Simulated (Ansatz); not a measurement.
FGe2H5S (`[F][GeH2][S][GeH3]`), relaxed with RKS PBE-D4/def2-SVP in the Gaussian-basis code of Ansatz from a rough embedded geometry. The force threshold is 0.03 eV/Å; the program also tests the step.

Total charge 0; spin multiplicity 1.

Start:

```xyz
9

F     0.013    0.118    3.227
Ge    0.341    0.234    1.526
S    -1.262   -0.852    0.464
Ge   -0.470   -0.276   -1.522
H     0.333    1.721    1.122
H     1.713   -0.391    1.177
H     0.993   -0.902   -1.637
H    -0.373    1.246   -1.679
H    -1.288   -0.897   -2.679
```

Problem. By how much does the energy fall, and how many steps does the optimiser take? (Estimate.)

Solution. Ansatz gave: 10.33 kJ/mol, in 4 steps.

Problem. Which bonds change most? (Best estimate.)

Solution. The calculation gave: Ge4–H7 from 1.595 to 1.552 Å; S3–Ge4 from 2.215 to 2.257 Å; Ge2–S3 from 2.208 to 2.238 Å; F1–Ge2 from 1.736 to 1.757 Å.

Problem. Give the relaxed structure. (An estimate is asked.)

Solution. Ansatz gave: 
```xyz
9

F    -0.051    0.057    3.261
Ge    0.377    0.267    1.570
S    -1.217   -0.800    0.418
Ge   -0.427   -0.304   -1.637
H     0.366    1.793    1.287
H     1.770   -0.390    1.375
H     0.997   -0.891   -1.821
H    -0.389    1.235   -1.842
H    -1.426   -0.967   -2.610
```
